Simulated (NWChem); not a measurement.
System: CH8OSi2; SMILES O[SiH2][SiH2]C

Here is an NWChem input.

```
start job
memory heap 200 mb stack 900 mb global 1100 mb
geometry units angstroms noautosym nocenter noautoz
  C      1.023158    -2.008316    -0.318118
  Si    -0.491269    -1.046543     0.298644
  Si    -0.491966     1.219500    -0.347335
  O      0.787351     2.092693     0.302527
  H      0.996753    -3.044602     0.036468
  H      1.952421    -1.551332     0.039086
  H      1.057553    -2.025887    -1.412918
  H     -1.741660    -1.681349    -0.218755
  H     -0.556416    -1.124940     1.791062
  H     -0.321058     1.346127    -1.819074
  H     -1.811233     1.825709     0.017170
  H      0.842870     2.104440     1.268146
end
basis spherical
  * library pcsseg-1
end
dft
  xc bhlyp
  iterations 150
end
property
  shielding
end
task dft property
```

Geometry: optimised at B3LYP/6-31G* (spherical d).

GIAO values for the isolated, static molecule; σ is the absolute isotropic shielding, δ = σ(reference) − σ with the isolated reference molecule computed at the same levels (13C: tetramethylsilane, 1H: tetramethylsilane, 17O: water, 29Si: tetramethylsilane).

Atoms are numbered as in the input.

Give the results of this calculation. (BHandHLYP/pcSseg-1, GIAO.) Quantities: δ C1 (ppm); δ Si2 (ppm); δ Si3 (ppm); δ O4 (ppm); δ H5 (rotor mean) (ppm); δ H9 (ppm); δ H12 (ppm).


| Item | Value |
|---|---|
| δ C1 (ppm) | -10.1 |
| δ Si2 (ppm) | -69.7 |
| δ Si3 (ppm) | -18.8 |
| δ O4 (ppm) | -5.0 |
| δ H5 (rotor mean) (ppm) | 0.31 |
| δ H9 (ppm) | 3.67 |
| δ H12 (ppm) | 0.28 |
